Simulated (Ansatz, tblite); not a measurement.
Forces on Sc₃⁺ at its r2SCAN-D4/def2-TZVP geometry. Total charge 1; singlet.

The xTB rows come from tblite. At PBE0-D4/def2-TZVP the restricted singlet is unstable: a solution with broken spin symmetry lies lower. The geometry of the singlet was relaxed on an unsound state (restricted singlet, unstable towards broken spin symmetry). At PBE0-D4/def2-TZVP a triplet of charge 1 lies 0.35 eV below the restricted singlet, each at its own geometry. That triplet is doubtful there (⟨S²⟩ 2.81, where a pure state has 2.00). The structure comes from a short search, and lower isomers may exist.

GFN1-xTB (tblite), largest force 4.08 eV/Å:

```xyz
3
positions Å, forces eV/Å
Sc    1.082    0.955    0.008    3.053    2.703    0.028
Sc   -1.113    0.158    1.314   -2.078   -0.731    1.265
Sc    0.032   -1.113   -1.322   -0.975   -1.972   -1.294
```

GFN2-xTB (tblite), largest force 4.79 eV/Å:

```
Sc 3.588 3.177 0.034
Sc -2.477 -0.821 1.566
Sc -1.112 -2.356 -1.600
```

PBE0-D4/def2-TZVP (Ansatz), largest force 0.11 eV/Å:

```
Sc 0.015 0.016 0.004
Sc 0.033 -0.048 -0.089
Sc -0.047 0.032 0.085
```
